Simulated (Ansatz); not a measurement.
Cost and result for the atomization energy of `C1=C[SiH2]C=C1` (11 atoms, 11 bonds).

```xyz
11

C    -0.449   -1.256    0.105
C     0.629   -1.002   -0.653
Si    0.933    0.832   -0.544
C    -0.520    1.098    0.590
C    -1.078   -0.106    0.785
H    -0.869   -2.250    0.236
H     1.157   -1.778   -1.190
H     0.817    1.541   -1.848
H     2.244    1.190    0.064
H    -0.909    2.000    1.046
H    -1.954   -0.268    1.409
```

Charge 0, multiplicity 1. All single points use the PBE0-D4/def2-TZVP geometry. Program: Ansatz. All runs use 4 threads of an Intel Xeon on a shared host. Times are those of one run each, without the atoms' runs, and a repeat can differ threefold. Electronic energies, without spin–orbit coupling; frozen cores. CCSD(T)/CBS adds CCSD(T) − MP2 in def2-TZVPP to the MP2 limit, and its time is that of the two runs behind it. T1 = 0.013; the RHF reference is unstable towards UHF. HSE06 is the plane-wave form, built on full-range PBE exchange.

CCSD(T)/CBS is a level of theory with its own doubt, some kJ/mol a heavy atom from the limit and from the frozen cores, so smaller differences don't rank the functionals.

```csv
level,functions,wall time,atomization (kJ/mol),difference from CCSD(T)/CBS,per bond
LDA (SPW92)/def2-TZVPP,250,1.1 s,5238.2,646.3,58.8
revPBE-D4/def2-TZVPP,250,1.6 s,4606.9,15.0,1.4
PBE-D4/def2-TZVPP (with forces),250,2 s,4709.5,117.6,10.7
BHLYP-D4/def2-TZVPP,250,2 s,4481.1,-110.8,-10.1
HSE06-D4/def2-TZVPP,250,2.5 s,4643.0,51.1,4.7
CCSD(T)/def2-SVP,104,3.1 s,4391.8,-200.1,-18.2
r2SCAN-D4/def2-TZVPP (with forces),250,3.2 s,4616.8,24.9,2.3
r2SCANh-D4/def2-TZVPP,250,3.3 s,4592.6,0.7,0.1
B2PLYP/def2-TZVPP,250,4.3 s,4554.3,-37.6,-3.4
PBE-QIDH/def2-TZVPP,250,4.6 s,4600.5,8.6,0.8
MP2/def2-QZVPP,478,19 s,4626.6,34.7,3.2
CCSD(T)/def2-TZVPP,250,55 s,4482.1,-109.8,-10.0
CCSD(T)/CBS(def2),–,74 s,4591.9,0.0,0.0
```

From r2SCAN to r2SCAN0 (25 % exact exchange), in def2-TZVPP and without D4, the atomization energy moves by −59.7 kJ/mol: exact exchange takes away binding that semilocal exchange gives to molecules. The D4 term adds +42.4 kJ/mol with B3LYP and +21.9 kJ/mol with PBE0; it sums over pairs of atoms, weighted by their polarisabilities, and B3LYP, whose exchange is more repulsive, gets the larger term. At CCSD(T), def2-SVP lies −200.1 kJ/mol from the extrapolated value and def2-TZVPP −109.8 kJ/mol: correlation converges slowly with the basis, and small sets miss more of it in the bonded molecule than in its fragments.

B3LYP here is the variant with VWN-RPA as its local correlation; programs differ in this.
